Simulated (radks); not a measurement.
Q: Neutral rhodium, 45 electrons, occupied as [Kr] 4d7 5s2 (not the ground configuration). All-electron calculation, scalar-relativistic Kohn-Sham, PBE, spin-unpolarised, spherical densities, finite nucleus; Fermi nuclear charge, rms radius 4.4945 fm. Program: a radial shooting solver on a logarithmic mesh with Libxc functionals. Some entries of the table are withheld. Estimate them.

| orbital | occ. | eigenvalue (hartree) | <1/r> (bohr^-1) | <r> (bohr) |
|---|---|---|---|---|
| 1s | 2 | -846.7657 | 47.05 | 0.03263 |
| 2s | 2 | -122.8868 | 10.65 | (1) |
| 2p | 6 | -110.1475 | 10.32 | 0.1237 |
| 3s | 2 | -22.07629 | 3.710 | 0.3906 |
| 3p | 6 | -17.88776 | 3.534 | 0.3905 |
| 3d | 10 | -11.19087 | 3.307 | 0.3704 |
| 4s | 2 | -3.16421 | 1.405 | (2) |
| 4p | 6 | -1.97990 | 1.258 | (3) |
| 4d | 7 | -0.31898 | 0.8992 | 1.510 |
| 5s | 2 | -0.19545 | 0.4123 | 3.114 |

A: 
(1) 2s <r> (bohr): 0.1419
(2) 4s <r> (bohr): 0.9772
(3) 4p <r> (bohr): 1.075
